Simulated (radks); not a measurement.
Q: The table gives one normalised radial function P(r) = r R(r) (large component) of Mo3+ in [Kr] 4d3 (r in bohr). All-electron calculation, Dirac Kohn-Sham, PBEsol, spin-unpolarised, spherical densities, finite nucleus; open shells are shared between the two j in proportion to 2j + 1; Fermi nuclear charge, rms radius 4.4091 fm. Program: a radial shooting solver on a logarithmic mesh with Libxc functionals.

r,P
0.003742,0.0029
0.004991,0.0045
0.006657,0.0072
0.008808,0.0112
0.01175,0.0177
0.01567,0.0277
0.0209,0.0423
0.02787,0.0626
0.03688,0.0873
0.04919,0.1147
0.0656,0.1353
0.0875,0.1339
0.1158,0.0939
0.1544,0.0039
0.2059,-0.1159
0.2747,-0.2046
0.3664,-0.1828
0.4847,-0.0240
0.6465,0.2089
0.8623,0.3479
1.15,0.2450
1.522,-0.0821
2.03,-0.4677
2.707,-0.6619
3.611,-0.5611
4.816,-0.2928
6.372,-0.0904
8.498,-0.0136

Which n and l does it have? It may be an empty orbital.

A: n = 5, l = 1: the number of nodes gives n - l - 1 = 3, the rise at small r points to l (for j = l - 1/2 the large component starts outside the nucleus as r^gamma with gamma = sqrt(l^2 - (Z/c)^2) = 0.95 and the r^(l+1) term takes over further out; the orbital of l - 1 with the same j starts with the same power, but with a larger coefficient, and does not steepen), and the extent must fit the shell. The curve is that of 5p1/2; the two j differ most near the nucleus, where j = l - 1/2 has the larger amplitude, and in heavy atoms j = l - 1/2 is also the more compact. 5p1/2 (empty): eigenvalue -20.742 eV, 3 radial nodes at r = 0.156, 0.500, 1.43 bohr, <r> = 3.09 bohr, 90 % of the charge inside 4.44 bohr.
